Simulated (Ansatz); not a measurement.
System: C$_{3}$H$_{8}$ClSi, charge 0, multiplicity 2. It need not be the lowest isomer of its formula. 
Structure (B3LYP-D3(BJ)/def2-TZVP (Ansatz, a program for electronic structure) minimum search):
```
Si
C 1 1.8382
H 2 1.0846 1 122.65
H 2 1.0846 3 114.53 1 -175.39
C 1 1.8644 2 111.27 3 29.27
H 5 1.0913 1 110.90 2 -55.88
H 5 1.0913 6 108.03 1 121.57
H 5 1.0927 6 108.23 7 117.07
C 1 1.8644 2 111.27 3 155.71
H 9 1.0913 1 110.90 2 55.88
H 9 1.0913 10 108.03 1 -121.57
H 9 1.0927 10 108.23 11 -117.07
Cl 1 2.0981 2 107.51 3 -87.51
```
Charge 0, spin multiplicity 2.

Total electronic energies in hartree. Valence correlation only, unless marked. UHF or UKS for open shells. Spin-orbit coupling is left out. Non-relativistic. CBS marks a two-point X^-3 extrapolation of the correlation energy; Hartree-Fock from the larger set.

```json
[
 {"level": "HF/cc-pVTZ", "program": "Ansatz", "energy (Eh)": "-866.82159"},
 {"level": "HF/cc-pV(Q+d)Z", "program": "Ansatz", "energy (Eh)": "-866.84096"},
 {"level": "SVWN5/def2-TZVPD", "program": "Ansatz", "energy (Eh)": "-865.13922"},
 {"level": "PBE0/STO-3G", "program": "Ansatz", "energy (Eh)": "-858.69644"},
 {"level": "CAM-B3LYP-D3(BJ)/def2-TZVPD", "program": "Ansatz + dftd3", "energy (Eh)": "…"},
 {"level": "LC-wPBE-D3(BJ)/def2-TZVPD", "program": "Ansatz + dftd3", "energy (Eh)": "-868.65045"},
 {"level": "B2GP-PLYP-D4/def2-TZVPD", "program": "Ansatz + dftd4", "energy (Eh)": "…"},
 {"level": "RPA@PBE/cc-pV(Q+d)Z", "program": "Ansatz", "energy (Eh)": "-868.30236"},
 {"level": "MP2/cc-pV(Q+d)Z", "program": "Ansatz", "energy (Eh)": "-867.71007"},
 {"level": "RI-MP2/cc-pV(Q+d)Z", "program": "Ansatz", "energy (Eh)": "-867.70965"},
 {"level": "SCS-MP2/6-31G", "program": "Ansatz", "energy (Eh)": "-866.94080"},
 {"level": "CCSD(T)/6-31G", "program": "Ansatz", "energy (Eh)": "-866.99707"},
 {"level": "CCSD(T)/cc-pV(D+d)Z", "program": "Ansatz", "energy (Eh)": "-867.48826"},
 {"level": "CCSD(T)/cc-pV(Q+d)Z", "program": "Ansatz", "energy (Eh)": "-867.80696"},
 {"level": "CCSD(T)/CBS(cc-pV(T+d)Z,cc-pV(Q+d)Z)", "program": "Ansatz", "energy (Eh)": "-867.8484"}
]
```

**Question.** Fill in the missing entries.

**Answer.** 
- CAM-B3LYP-D3(BJ)/def2-TZVPD, energy (Eh): -868.88201
- B2GP-PLYP-D4/def2-TZVPD, energy (Eh): -868.44398
